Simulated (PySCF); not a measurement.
Correlation energy of C²⁺ (carbon, charge +2)

[He] 2s2, closed-shell 1S. All numbers are calculated (PySCF 2.14, the spin-free X2C one-electron Hamiltonian (Gaussian nucleus), in cc-pVDZ-DK). Frozen: 1s2; 2 electrons correlated.

Total MP2 correlation energy: -39.42 mhartree.

Same-spin part 0.00 and opposite-spin part -39.42 mhartree; SCS-MP2 scales them by 1/3 and 6/5 to -47.30 mhartree.

With two correlated electrons CCSD is exact within the correlated space (frozen core and kept virtual orbitals).

```json
{"level": "CCSD", "correlation energy (mhartree)": "-71.93"}
```

Diagnostics: T1 = 0.0087, D1 = 0.0123, largest double amplitude 0.157.

Is a single reference adequate?

Not fully. A double-excitation amplitude exceeds 0.15, a sign of near-degeneracy.
